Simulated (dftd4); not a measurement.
P$_{2}$, charge +1, doublet, geometry from GFN2-xTB (a state made from the parent by changing its charge; the spin is typed, not shown lowest); D4 for tpssh (dftd4 4.2.0).

dftd4 was given this input:
```
$ dftd4 mol.xyz --func tpssh --charge 1 --json dftd4.json --noedisp

# file mol.xyz
2

P     -0.00000000    -0.00000000    -0.98493774
P      0.00000000     0.00000000     0.98493774
```

It wrote (shortened):

```
                    ____  _____ _____     ____  _  _
      -------------|  _ \|  ___|_   _|---|  _ \| || |------------
     |             | | | | |_    | | ___ | | | | || |_           |
     |             | |_| |  _|   | ||___|| |_| |__   _|          |
     |             |____/|_|     |_|     |____/   |_|            |
     |             ===================================           |
     |            E. Caldeweyher, S. Ehlert & S. Grimme          |
     |          Mulliken Center for Theoretical Chemistry        |
     |                    University of Bonn                     |
      -----------------------------------------------------------

Rational (Becke-Johnson) damping: tpssh-D4-ATM
---------------------
  s6         1.0000
  s8         1.8590
  s9         1.0000
  a1         0.4429
  a2         4.6023
 alp        16.0000
--------------------

Dispersion energy:      -1.7977132895744E-03 Eh

[Info] JSON dump of results written to 'dftd4.json'
```
